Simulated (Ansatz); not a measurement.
La2F6. Charge 0, multiplicity 1. Geometry PBE0-D4/def2-SVP, basis def2-TZVP, Ansatz.

Cartesian coordinates in Å:
```
La 0.7300 -1.6100 -0.7506
La -0.7272 1.6113 0.7504
F 0.2659 -0.4624 1.2496
F -0.2490 0.4702 -1.2503
F -0.4981 -3.3188 -1.1240
F 0.4827 3.3277 1.1477
F 2.7994 -1.7943 -1.2518
F -2.8036 1.7763 1.2290
```

```tsv
run	HOMO (eV)	LUMO (eV)
A	-10.19	-1.72
B	-15.10	0.35
C	-11.71	-1.06
D	-8.70	-1.97
```

In the def2 sets La takes a core potential; there is no spin–orbit coupling. No other spin state of charge 0 was run. The structure comes from a short search, and lower isomers may exist.

Task: The runs used CAM-B3LYP, HF, PBE0, r2SCAN. Estimate which is which.

Result: A PBE0 (25 % exact exchange); B HF (100 % exact exchange); C CAM-B3LYP (range-separated); D r2SCAN (0 % exact exchange). Exact exchange lowers occupied and raises empty levels; among semilocal functionals meta-GGAs tend to open the gap a little, and such runs are hard to tell apart. The gap grows from 6.73 eV (r2SCAN) to 15.44 eV (HF).
